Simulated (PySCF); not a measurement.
Atom-mapped SMILES (the numbers label the heavy atoms): `[CH2:1]=[CH:2][O:3][SiH2:4][O:5][CH:6]([CH3:7])[CH3:8]`. Each H is labelled by its parent atom. Ha(C1) is cis to O3; Hb(C1) is trans to O3.

One computed conformer, in vacuum, non-relativistic, averaged over atoms made equivalent by symmetry, fast rotation or ring inversion. Coordinates at the PBE0-D3(BJ)/def2-SVP level; NMR shieldings at PBE0/pcSseg-1/GIAO; PySCF.

Q: List the cross peaks expected in HSQC, COSY and HMBC spectra.

A: 

HSQC (one-bond C–H):
```
                δH            δC
      6.44 (H(C2))    156.2 (C2)
     4.22 (Hb(C1))     95.4 (C1)
     4.21 (Ha(C1))     95.4 (C1)
      4.00 (H(C6))     67.1 (C6)
1.22 (H(C7)/H(C8))  26.0 (C7/C8)
```

COSY cross peaks (H two or three bonds apart, from the bond graph; peaks can be absent where the dihedral angle is near 90°):
```
           δH                  δH
 6.44 (H(C2))       4.22 (Hb(C1))
 6.44 (H(C2))       4.21 (Ha(C1))
4.22 (Hb(C1))       4.21 (Ha(C1))
 4.00 (H(C6))  1.22 (H(C7)/H(C8))
```

HMBC (two and three bonds, from the bond graph):
```
                δH                       δC
      6.44 (H(C2))                95.4 (C1)
     5.00 (H(Si4))    156.2 (C2), 67.1 (C6)
     4.22 (Hb(C1))               156.2 (C2)
     4.21 (Ha(C1))               156.2 (C2)
      4.00 (H(C6))             26.0 (C7/C8)
1.22 (H(C7)/H(C8))  67.1 (C6), 26.0 (C7/C8)
```

References, each an isolated molecule treated in the same way: $^{1}$H (31.27 ppm) and $^{13}$C (184.41 ppm) vs TMS.

Shifts are as computed. Against solution values, carbons near 30 ppm lie about +2 ppm off and those near 130 ppm about +5 ppm. Of 1309 compounds with measured shifts, 239 miss one by over three times the rms of a fit or turn the order of signals round; such compounds aren't used in these exercises.
